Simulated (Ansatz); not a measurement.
Basis-set extrapolation for C2H6F2Si (`CC(F)(F)[SiH3]`) (PBE0-D4/def2-TZVP geometry, frozen core, the Gaussian-basis code of Ansatz). Multiplicity 1, RHF reference.

|  | def2-TZVPP | def2-QZVPP |
| --- | --- | --- |
| HF | -567.161064 | -567.182367 |
| MP2 correlation | -0.965233 | -1.045575 |
| CCSD(T) correlation | -1.040279 | not run |

Energies in hartree. Use E(X) = E(∞) + A·exp(−7.88·√X) for Hartree–Fock and E(X) = E(∞) + B·X^(−2.97) for correlation, with X = 3 and 4, and add CCSD(T) minus MP2 of the smaller set to the MP2 limit.

**Question.** What is the CCSD(T) energy at the basis-set limit?

**Answer.** HF limit: -567.182367 + (-0.021303) × 0.13774 = -567.18530. MP2 limit: -1.045575 + (-0.080342) × 0.74074 = -1.10509. Higher-order term: -1.040279 − (-0.965233) = -0.07505. Total: -568.36544 hartree, 4.47 eV below CCSD(T)/def2-TZVPP.
